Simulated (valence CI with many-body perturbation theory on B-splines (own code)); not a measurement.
**Ge26+: what the settings do**

Computed by configuration interaction combined with many-body perturbation theory (CI+MBPT): four valence electrons over a frozen Dirac-Fock core [He], radial functions for each j: 6 s, 6 p, 5 d, 3 f, 1 g, with the one-electron correlation potential Σ1 (screened to all orders), the two-electron term Σ2, the three-electron term Σ3, Breit, model QED; selected single and double excitations, second order for the rest, scaled by the run's own slope (own B-spline code, finite nucleus).

No measured spectrum was set against this ion. As an estimate, large intervals hold to a few tenths of a per cent, small ones and those within an open d or f shell to about a per cent.

The reference run has the lowest level 2s²2p² ³P_0 and an ionisation energy of 2741.34 eV. Its largest variational space holds 11565 state functions.

Names give the largest LS component (configuration and term), which can be under half, so a name can repeat, a term be missing and a line seem to break the LS rules; names also repeat where a configuration has a term twice.

Changed runs:
A. correlating orbitals by l 3 3 3 2 1 → 4 2 4 2 0
B. highest l with Σ1, explicit Σ2 and valence Breit (higher l get mean screening factors) 3 → 2
C. box radius (bohr) 2.1618 → 7.16
D. correlating orbitals by l 3 3 3 2 1 → 0 0 0 0 0 (bad on purpose)

Excitation energies of the reference run in cm⁻¹, and shifts in cm⁻¹:

```tsv
Level	Reference	A	B	C	D
2s²2p² ³P_1	219759	-38	-12	-3.3	-246
2s²2p² ³P_2	287942	+57	-4.6	-3.5	+818
2s²2p² ¹D_2	562499	+87	+1.3	-6.7	+1121
2s²2p² ¹S_0	728829	+143	+18	-6.9	+803
2s2p³ ⁵S°_2	839975	-337	-40	-6.6	-5799
2s2p³ ³D°_1	1175560	+112	+11	-5.7	+2519
2s2p³ ³D°_2	1212290	+49	+4.5	-7.2	+1123
2s2p³ ³D°_3	1294640	+77	+7.1	-8.2	+1490
2s2p³ ³P°_0	1441010	+106	+22	-8.4	+2313
2s2p³ ³P°_1	1469010	+110	+13	-8.8	+2638
2s2p³ ³P°_2	1516040	+152	+16	-9.2	+3338
2s2p³ ³S°_1	1634740	+236	+24	-7.8	+6557
Ionisation energy (eV)	2741.34	-0.036	-0.0048	-0.0006	-0.49
```
